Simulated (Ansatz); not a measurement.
Calculation: frozen-core CCSD(T)/cc-pVTZ // PBE-D3(BJ)/def2-SVP run with Ansatz (a program for electronic structure).

Ansatz 0.2 input:
```yaml
crystal:
  periodic: [false, false, false]
  atoms:
    - { symbol: Ga, position_ang: [0.001927, 0.013643, 0.006605] }
    - { symbol: Cl, position_ang: [-1.758623, 0.403648, -1.202618] }
    - { symbol: Cl, position_ang: [-0.267707, -1.215116, 1.77613] }
    - { symbol: Cl, position_ang: [1.898176, -0.158852, -1.036584] }
    - { symbol: C, position_ang: [0.558055, 4.228141, 2.017813] }
    - { symbol: C, position_ang: [0.38683, 2.9305, 1.39869] }
    - { symbol: N, position_ang: [0.249299, 1.887598, 0.90085] }
    - { symbol: H, position_ang: [-0.425916, 4.625806, 2.336867] }
    - { symbol: H, position_ang: [1.016439, 4.932377, 1.295269] }
    - { symbol: H, position_ang: [1.217205, 4.138336, 2.904147] }
basis:
  gaussian: { orbitals: cc-pVTZ }
correlation:
  method: ccsd_t
```

Output:

```
Functional definition: HF
1654 factors; integrals over basis functions are off by at most 9.1e-4 eV
mean field evaluation 1: about -93441.3139 eV, gradient 3.4e1 eV
mean field evaluation 2: about -93441.5329 eV, gradient 3.4e1 eV
mean field evaluation 4: about -93444.7431 eV, gradient 5.3e0 eV
mean field evaluation 8: about -93444.8366 eV, gradient 4.4e-1 eV
mean field evaluation 16: about -93441.3158 eV, gradient 3.4e1 eV
mean field -93444.83734651 eV, -3434.0344332985 hartree, gradient 2.0e-6 eV, S^2 0.000000; 0 other end points of the search recorded, 0 dependent functions left out
27 core orbitals not correlated
reference -93444.83734651 eV, -3434.0344332985 hartree; 25, 25 occupied and 225, 225 virtual orbitals, 1654 factors
second order -33.43099498 eV of doubles, -0.00000000 eV of singles
cycle   1  -33.84995306 eV  change   -4.2e-1 eV  update   1.3e-1
cycle   2  -34.73670547 eV  change   -8.9e-1 eV  update   3.9e-2
cycle   3  -34.91284471 eV  change   -1.8e-1 eV  update   1.8e-2
cycle   4  -34.90315041 eV  change    9.7e-3 eV  update   4.5e-3
cycle   5  -34.90394448 eV  change   -7.9e-4 eV  update   2.0e-3
cycle   6  -34.90492613 eV  change   -9.8e-4 eV  update   5.0e-4
cycle   7  -34.90503605 eV  change   -1.1e-4 eV  update   2.0e-4
cycle   8  -34.90512746 eV  change   -9.1e-5 eV  update   5.7e-5
cycle   9  -34.90518393 eV  change   -5.6e-5 eV  update   1.9e-5
perturbative correction -1.63535821 eV, -0.0600983056 hartree
Total energy: -93481.37788864 eV, -3435.3772734539 hartree
```

Cost: roughly 30 core-minutes.
